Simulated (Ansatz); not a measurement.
C3H6Cl (SMILES CC[CH-]Cl), charge -1, singlet, at a GFN2-xTB geometry (a gas-phase anion, which may not be bound at this level). Base run: CCSD(T)/def2-SVP in Ansatz (an electronic-structure program).

Input for Ansatz:
Ansatz 0.2 input:
```yaml
crystal:
  periodic: [false, false, false]
  atoms:
    - {symbol: C, position_ang: [0.87874214, -0.57746196, 0.01178248]}
    - {symbol: C, position_ang: [2.36128716, -0.21090347, 0.01892378]}
    - {symbol: C, position_ang: [0.05260727, 0.70987802, 0.08469850]}
    - {symbol: H, position_ang: [0.66331677, -1.19415500, 0.89661526]}
    - {symbol: H, position_ang: [0.68416168, -1.22068093, -0.87379508]}
    - {symbol: H, position_ang: [2.99566787, -1.10167485, 0.03968092]}
    - {symbol: Cl, position_ang: [-1.73162036, 0.11908892, 0.00897987]}
    - {symbol: H, position_ang: [2.61173789, 0.36877995, -0.87023935]}
    - {symbol: H, position_ang: [2.58650261, 0.40082008, 0.89158272]}
    - {symbol: H, position_ang: [0.14033970, 1.19332350, -0.92893097]}
basis:
  gaussian:
    orbitals: def2-SVP
total_charge: -1
magnetization: {spin_polarized: false}
correlation: {method: ccsd_t}
```

Each row names what was changed in the base input (with any setting that the change needs).

| change | ΔE vs base (kcal/mol) | MP2 correlation (Eh) | CC correlation without the perturbative part (Eh) | basis functions | core-seconds (rough) |
|---|---|---|---|---|---|
| base | 0.000 | -0.56698 | -0.61974 | 90 | 7 |
| method = bccd | 11.55 | -0.56698 | -0.61907 | 90 | 7 |
| diis_vectors = 4 | 0.000 | -0.56698 | -0.61974 | 90 | 8 |
| electrons = outside_noble_gas | 0.000 | -0.56698 | -0.61974 | 90 | 8 |
| method = ccsd | 11.13 | -0.56698 | -0.61974 | 90 | 6 |
| accuracy = high | -0.005 | -0.56698 | -0.61974 | 90 | 30 |
| method = mp2 | 44.24 | -0.56698 | - | 90 | 0.9 |
| fitting = cc-pVTZ-JKFIT (mean field), cc-pVTZ-RIFIT (correlation) | 0.013 | -0.56690 | -0.61970 | 90 | 6 |
| reference functional = pbe0 | 1.43 | - | -0.63224 | 90 | 10 |
| diis_vectors = 2 | 0.000 | -0.56698 | -0.61974 | 90 | 8 |

A gas-phase anion may not be bound at this level; its values then depend on the basis.
